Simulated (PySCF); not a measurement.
ZnClI, SMILES [Cl][Zn][I].

Geometry: PBE-D3(BJ)/def2-TZVP. The def2 effective core potentials stand for the cores of I; spin–orbit coupling is left out.

These are IEF-PCM-ωB97X/def2-SVP in PySCF values and carry that method's errors.

The values are the electrostatic part of the solvation free energy, E(continuum) − E(gas) at the gas-phase geometry, in a cavity of scaled van der Waals radii (PySCF's table); cavitation and dispersion terms are not included. A continuum can't describe solvent molecules that bind to the metal. In vacuum the orbital gap is 10.42 eV. The dipole moment in vacuum is 0.69 D.

| solvent | ε | ΔG(elec) (kcal/mol) | dipole (D) | gap (eV) |
|---|---|---|---|---|
| water | 78.36 | -19.0 | 0.18 | 11.06 |
| acetone | 20.49 | -17.6 | 0.23 | 11.01 |
| cyclohexanone | 15.62 | -17.1 | 0.25 | 10.99 |
